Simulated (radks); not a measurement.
Results of a calculation; reference values are marked as such.
All-electron atom: Ne7+ in [He] 2s1 (the NIST ground configuration). Code: a radial shooting solver on a logarithmic mesh with Libxc functionals. Model: scalar-relativistic Kohn-Sham, LDA (Slater exchange, Perdew-Wang correlation), spin-unpolarised, spherical densities, point nucleus; without spin polarisation the odd electron is poorly described.

Normalised radial functions P(r) = r R(r), r in bohr:

r            1s       2s
0.01331  0.7125   0.2234
0.01775  0.9085   0.2844
0.02387  1.1484   0.3584
0.03209  1.4218   0.4411
0.0428   1.7042   0.5232
0.05755  1.9796   0.5951
0.07676  2.1853   0.6305
0.1032   2.2692   0.5980
0.1376   2.1682   0.4618
0.1851   1.8500   0.1826
0.2488   1.3578  -0.2356
0.3318   0.8296  -0.7108
0.4461   0.3850  -1.1240
0.595    0.1301  -1.2794
0.8      0.0268  -1.0910
1.067    0.0031  -0.6769
1.435    0.0002  -0.2746
1.929    0.0000  -0.0651

1s: eigenvalue -1082.0 eV, 0 radial nodes, <r> = 0.157 bohr, 90 % of the charge inside 0.281 bohr. 2s: eigenvalue -222.27 eV, 1 radial node at r = 0.213 bohr, <r> = 0.689 bohr, 90 % of the charge inside 1.05 bohr.
